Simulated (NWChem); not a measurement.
CdCl, doublet; SMILES [Cl][Cd]

```xyz
2

Cd     0.0000     0.0000    -0.6037
Cl     0.0000     0.0000     1.7640
```
Atoms are numbered in this order, from 1.

All runs use the structure optimised with PBE0/def2-SVP, spin-unrestricted. The spin multiplicity was typed, not searched, and may not be the lowest. No stability test was run on the SCF state. def2 effective core potentials on Cd; no spin-orbit coupling.

Q: List the 6 lowest vertical excitations from PBE/def2-SVPD with def2 effective core potentials on Cd, spin-unrestricted, TDA (NWChem).

A: 
```json
[
 {"state": "state 1", "energy (eV)": "2.17", "oscillator strength": "0.001", "<S²>": "0.76"},
 {"state": "state 2", "energy (eV)": "2.17", "oscillator strength": "0.001", "<S²>": "0.76"},
 {"state": "state 3", "energy (eV)": "3.99", "oscillator strength": "0.059", "<S²>": "0.78"},
 {"state": "state 4", "energy (eV)": "4.19", "oscillator strength": "0.114", "<S²>": "0.75"},
 {"state": "state 5", "energy (eV)": "4.19", "oscillator strength": "0.114", "<S²>": "0.75"},
 {"state": "state 6", "energy (eV)": "5.38", "oscillator strength": "0.000", "<S²>": "2.04"}
]
```
